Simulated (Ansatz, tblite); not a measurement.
Cost and result up the ladder for N-butyl-N-methylpyrrolidinium iodide, `CCCC[N+]1(C)CCCC1.[I-]` (31 atoms). The state is a singlet with charge 0. Geometry: PBE0-D4/def2-SVP.

```
atom   x (Å)   y (Å)   z (Å)
  C1   0.174  -3.821  -1.785
  C2   0.665  -2.851  -0.724
  C3  -0.011  -1.486  -0.811
  C4   0.568  -0.555   0.231
  N5  -0.057   0.809   0.303
  C6   0.007   1.490  -1.022
  C7   0.677   1.639   1.327
  C8  -0.282   2.769   1.670
  C9  -1.691   2.213   1.367
 C10  -1.457   0.802   0.829
 H11  -0.912  -3.996  -1.702
 H12   0.675  -4.797  -1.696
 H13   0.373  -3.438  -2.798
 H14   0.499  -3.279   0.281
 H15   1.755  -2.709  -0.820
 H16  -1.104  -1.606  -0.691
 H17   0.165  -1.077  -1.819
 H18   1.642  -0.364   0.026
 H19   0.468  -0.982   1.241
 H20   1.068   1.490  -1.343
 H21  -0.354   2.519  -0.915
 H22  -0.628   0.949  -1.732
 H23   0.846   0.975   2.186
 H24   1.662   1.909   0.902
 H25  -0.070   3.665   1.069
 H26  -0.162   3.063   2.721
 H27  -2.331   2.175   2.260
 H28  -2.217   2.836   0.630
 H29  -2.150   0.490   0.038
 H30  -1.485   0.052   1.633
 I31   3.667   1.113  -0.858
```

Ansatz on 4 threads of Arm Neoverse V1 on a shared host; xTB runs through tblite on one thread. Times are rough, summed over both states, and most runs start from the orbitals of an earlier one. PBE0-D4/def2-SVP serves as the yardstick here, not as an exact answer. The other state is a triplet.

In the def2 sets I takes a core potential; there is no spin–orbit coupling. The xTB rows come from tblite.

xTB has no spin-polarisation term.

```
           level  functions  wall time  vertical triplet (eV)  difference from PBE0-D4/def2-SVP (eV)                    remarks
        GFN2-xTB         69    0.039 s                   7.31                                   1.94                          –
        GFN1-xTB         89    0.066 s                   4.77                                  -0.60                          –
 PBE-D4/def2-SVP        266       42 s                   4.99                                  -0.39  HOMO above zero (triplet)
PBE0-D4/def2-SVP        266       70 s                   5.37                                   0.00                          –
```
